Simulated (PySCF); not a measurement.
Several structures and their simulated spectra, in scrambled order.

A. SMILES COC[SiH](OC)OC
B. `C(/C(C)=C(/C#N)C(F)(F)F)C#N`
C. `InChI=1S/C5H12FOPSi/c6-4-2-1-3-8(7)5(4)9/h4-5,8H,1-3H2,9H3/t4-,5+/m1/s1`

Spectrum 1. $^{1}$H NMR (500 MHz, computed): δ 4.94 (t, 1H), 3.93 (s, 6H), 3.42 (s, 3H), 3.12 (d, 2H). $^{13}$C{$^{1}$H} NMR (computed): δ 71.1 (CH2), 65.6 (CH3), 52.6 (CH3).

Spectrum 2. $^{1}$H NMR (500 MHz, computed): δ 7.46 (m, 1H), 5.11 (m, 1H), 4.14 (m, 3H), 2.43 (m, 1H), 2.31 (m, 1H), 2.01 (m, 1H), 1.97 (m, 1H), 1.42 (m, 1H), 1.00 (m, 1H), 0.99 (m, 1H). $^{13}$C{$^{1}$H} NMR (computed): δ 93.3 (CH), 40.8 (CH2), 35.1 (CH), 32.7 (CH2), 20.9 (CH2).

Spectrum 3. $^{1}$H NMR (500 MHz, computed): δ 3.42 (s, 2H), 2.60 (s, 3H). $^{13}$C{$^{1}$H} NMR (computed): δ 170.5 (C), 130.4 (C), 118.6 (C), 117.3 (C), 114.7 (C), 26.5 (CH3), 24.1 (CH2).

- NMR shieldings at PBE0/pcSseg-1/GIAO
- geometry from GFN2-xTB
- program: PySCF 2.14.0 with density-fitted response routines
- one computed conformer, fast rotation and ring inversion assumed for equivalent nuclei, non-relativistic, in vacuum

Referencing at the same level of theory: $^{1}$H (31.72 ppm) and $^{13}$C (186.93 ppm) against TMS. Splittings of carbon signals by F and P are missing where no couplings were computed. Where no couplings were computed, multiplicities follow the n + 1 count of equivalent neighbours, and m marks all less simple cases (inequivalent or close neighbours, rings, F or P nearby). Shifts are as computed. Against solution values, carbons near 30 ppm lie about +3 ppm off and those near 130 ppm about +5 ppm. Of 1211 compounds with measured shifts, 218 miss one by over three times the rms of a fit or turn the order of signals round; such compounds aren't used in these exercises.

Problem. Which spectrum belongs to which compound?

Solution. 1–A, 2–C, 3–B.

- Spectrum 1 (A): 3 $^{13}$C signals; δC 71.1 is an sp3 CH2 bonded to O and Si; δC 65.6 is a methyl carbon bonded to O.
- Spectrum 2 (C): 5 $^{13}$C signals; δC 93.3 is an sp3 CH bonded to F; δC 40.8 is an sp3 CH2 in a ring.
- Spectrum 3 (B): 7 $^{13}$C signals; δC 130.4 is a CF3 carbon; δC 118.6 is a nitrile carbon.
